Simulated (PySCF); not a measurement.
AlF₃, SMILES [F][Al-]([F])[F], charge -1, multiplicity 2.

Coordinates come from a PBE-D3(BJ)/def2-SVPD optimisation.

Calculation: PBE/def2-TZVPD in PySCF.

Isolated molecule, no solvent. A positive occupied level means that this level leaves the electron formally unbound; only the finite basis holds it.

- total energy = -541.95511 hartree
- point group = C3v
- α spin, highest occupied and lowest empty level = 0.72 and 3.90 eV
- β spin, highest occupied and lowest empty level = -3.32 and 2.24 eV
- dipole moment about the centre of nuclear charge = 0.60 D
- mean static polarisability = 62.0 bohr³ (9.19 Å³)
- polarisability, principal values = 59.4, 63.4, 63.4 bohr³
- ⟨S²⟩ = 0.751 (pure state 0.75)
